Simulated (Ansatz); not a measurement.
Consider the ligand exchange at the Si–Cl bond: `F[Si](F)(Cl)Cl` + `S[SiH2]Cl` → `F[Si](F)(Cl)S[SiH2]Cl` + HCl.

Isolated molecules relaxed with PBE0-D4/def2-TZVP in Ansatz; ΔE leaves out vibrations. CCSD(T)/CBS adds triple-zeta CCSD(T) − MP2 to the extrapolated MP2 energy (def2 sets, frozen cores). This one scheme is used for every species. Functionals use def2-TZVPP. One conformer a species, not always the lowest.

`F[Si](F)(Cl)Cl`:

Z-matrix (Å, degrees):
```
Si
F 1 1.571
Cl 1 2.007 2 109.3
Cl 1 2.007 2 109.3 3 122.7
F 1 1.571 2 107.7 3 -118.7
```

`S[SiH2]Cl`:

```xyz
6

S     0.676    0.554   -1.464
Si   -0.161    0.176    0.447
Cl    0.819   -1.312    1.469
H     0.251   -0.606   -1.992
H    -1.573   -0.249    0.338
H    -0.013    1.438    1.201
```

`F[Si](F)(Cl)S[SiH2]Cl`:

```xyz
9

F     0.159    1.206   -2.768
Si   -0.324    0.386   -1.512
F     0.356   -1.037   -1.572
Cl   -2.317    0.133   -1.660
S     0.276    1.435    0.204
Si    0.541   -0.196    1.564
Cl   -1.184   -1.259    1.830
H     1.579   -1.127    1.081
H     0.914    0.460    2.834
```

HCl:

Z-matrix (Å, degrees):
```
Cl
H 1 1.279
```

Is it downhill or uphill in electronic energy at CCSD(T)/CBS, and by how much? (Best estimate.)

Ansatz gave: Uphill: ΔE = +32.2 kJ/mol.

What do these levels give: PBE-D4, ωB97X-V, PBE0, MP2/def2-TZVPP, MP2/CBS(def2), CCSD/CBS(def2)? (Best estimate.)

Ansatz gave: PBE-D4 26.5, ωB97X-V 33.6, PBE0 37.3, MP2/def2-TZVPP 31.8, MP2/CBS(def2) 30.5, CCSD/CBS(def2) 35.4 kJ/mol.

Largest T1 diagnostic among the species: 0.011.

In def2-TZVPP, CCSD(T) changes the Hartree–Fock value by −17.6 kJ/mol (the triples alone add −3.2 kJ/mol) and MP2 by −19.3 kJ/mol. The D4 term adds −15.1 kJ/mol with B3LYP and −8.8 kJ/mol with PBE0; it sums over pairs of atoms, weighted by their polarisabilities, and B3LYP, whose exchange is more repulsive, gets the larger term.

B3LYP here is the variant with VWN-RPA as its local correlation; programs differ in this.
